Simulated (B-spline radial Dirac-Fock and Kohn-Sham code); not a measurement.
Ge 2p1/2: cross section and angular parameters

System: the free germanium atom, [Ar] 3d10 4s2 4p2; threshold 1248.1 eV (tabulated edge). Model: Dirac-Hartree-Slater photoionisation with a Latter tail; cross sections with all multipoles, angular parameters from the dipole term and its interference with E2. Program: a radial finite-basis atomic code.

```tsv
hν (eV)	σ (kb)	β	γ	δ
1486.9	168	1.235	-0.123	0.009
1610	137	1.332	-0.064	0.014
2350	50.7	1.446	0.306	0.030
2830	30.2	1.428	0.486	0.037
2984.4	25.9	1.419	0.537	0.040
3270	19.9	1.399	0.623	0.045
4000	11.0	1.343	0.808	0.058
4040	?	?	?	?
5130	5.19	1.254	1.020	0.078
5290	4.73	1.242	1.046	0.081
5414.7	4.40	1.233	1.065	0.083
5750	3.65	1.208	1.114	0.090
6150	2.96	1.180	1.168	0.097
7290	1.73	1.106	1.298	0.119
8240	1.16	1.050	1.386	0.137
9251.7	0.799	0.996	1.464	0.155
9260	0.797	0.996	1.464	0.155
11600	0.379	0.890	1.609	0.197
13500	0.228	0.819	1.700	0.230
```

Task: Give the values at 4040 eV.

Result: σ = 10.7 kb, β = 1.339, γ = 0.817, δ = 0.058.

Values without a named source are computed, but for edge energies of neutral atoms, which are taken from tables.
